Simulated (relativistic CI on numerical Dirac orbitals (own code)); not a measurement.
**Tm3+: resonant inelastic scattering at the N4,5 edge**

Computed with this model: Dirac-Coulomb-Breit CI, orbitals from a KLI potential per configuration, QED by a radiative potential, Kramers-Heisenberg scattering through one core-hole configuration in a parametric crystal field, unscaled Slater integrals; configurations [Xe] 4f12 → [Kr] 4d9 4f13 5s2 5p6; 10 K; core-hole width 0.3 eV; summed over polarisations. Incident energies are the highest absorption maxima for each field (at most a few, so the weaker spin-orbit partner edge can be absent), on the computed scale of the free ion. Intensities are in per cent of the strongest line above 0.02 eV; levels within 1 cm⁻¹ are merged; final levels count from the ground level, the first row holds all elastic scattering, lines under 0.4 are left out and each table stops after 24 rows. The scale of the Slater integrals is a model choice and moves the terms in proportion.

Field parameters in Wybourne normalisation; cubic f-shell fields have B⁴₄ = √(5/14) B⁴₀ and B⁶₄ = −√(7/2) B⁶₀. The field is a parameter set, without covalency.

S is read from ⟨S²⟩ = S(S + 1).

D4h, B20 = 2110, B40 = -1110, B44 = 1460, B60 = 650, B64 = -410 cm⁻¹:

| Final level (eV) | Degeneracy | Irrep | S | 173.7 eV | 183.9 eV |
| --- | --- | --- | --- | --- | --- |
| 0.000 | 1 | A1 | 1.00 | 57.5 | 788.5 |
| 0.000 | 2 | E | 1.00 | 0.6 | 352.0 |
| 0.001 | 1 | B2 | 1.00 | 10.3 | 201.7 |
| 0.042 | 1 | B1 | 1.00 | 6.7 | 82.0 |
| 0.057 | 2 | E | 1.00 | 9.4 | 100.0 |
| 0.092 | 1 | A2 | 1.00 | 3.1 | 27.2 |
| 0.101 | 1 | A1 | 1.00 | 1.7 | 9.0 |
| 0.141 | 1 | B2 | 1.00 | 0.4 | 2.1 |
| 0.142 | 3 | B1+E | 1.00 | 2.3 | 9.0 |
| 0.877 | 1 | A1 | 0.74 | 0.0 | 12.8 |
| 0.884 | 2 | E | 0.74 | 0.1 | 22.3 |
| 0.894 | 2 | A2+B2 | 0.75 | 0.1 | 9.5 |
| 0.899 | 1 | A1 | 0.76 | 0.0 | 2.8 |
| 0.928 | 2 | E | 0.77 | 0.0 | 1.8 |
| 0.954 | 1 | B1 | 0.78 | 0.1 | 2.0 |
| 1.017 | 1 | A2 | 1.00 | 0.7 | 28.2 |
| 1.022 | 2 | E | 1.00 | 1.2 | 54.8 |
| 1.035 | 1 | B1 | 0.99 | 0.5 | 22.6 |
| 1.064 | 1 | B2 | 1.00 | 0.1 | 7.3 |
| 1.096 | 2 | E | 0.99 | 0.2 | 8.7 |
| 1.130 | 1 | A1 | 1.00 | 0.1 | 2.2 |
| 1.660 | 1 | A1 | 0.96 | 0.0 | 14.6 |
| 1.661 | 2 | E | 0.96 | 0.0 | 23.7 |
| 1.664 | 1 | B2 | 0.96 | 0.0 | 9.5 |

Oh, B40 = -1140, B60 = 900 cm⁻¹:

| Final level (eV) | Degeneracy | Irrep | S | 173.7 eV | 184 eV |
| --- | --- | --- | --- | --- | --- |
| 0.000 | 1 | A2 | 1.00 | 4.5 | 58.5 |
| 0.027 | 3 | T2 | 1.00 | 0.2 | 100.0 |
| 0.056 | 2 | E | 1.00 | 5.0 | 27.1 |
| 0.077 | 3 | T1 | 1.00 | 3.7 | 18.9 |
| 0.872 | 3 | T1 | 0.77 | 0.0 | 7.4 |
| 0.908 | 3 | T2 | 0.76 | 0.0 | 0.6 |
| 0.931 | 2 | E | 0.76 | 0.0 | 2.7 |
| 1.054 | 3 | T2 | 0.99 | 0.2 | 7.9 |
| 1.086 | 3 | T1 | 0.98 | 0.1 | 4.2 |
| 1.091 | 2 | E | 1.00 | 0.1 | 2.3 |
| 1.631 | 2 | E | 0.95 | 0.0 | 2.2 |
| 1.671 | 3 | T1 | 0.96 | 0.0 | 2.8 |
| 5.040 | 3 | T1 | 0.01 | 0.0 | 0.5 |
| 5.087 | 2 | E | 0.01 | 0.0 | 0.7 |
| 5.092 | 3 | T2 | 0.01 | 0.0 | 2.5 |
| 5.100 | 1 | A2 | 0.01 | 0.0 | 1.6 |

For the first field the strongest loss at the lowest incident energy is the level at 0.06 eV (S = 1.00, against 1.00 in the thermal ground state). Levels of other spin, the first over 8 % at 4.96 eV, appear because spin-orbit coupling of the core hole, and in heavier ions of the valence shell too, mixes spins.
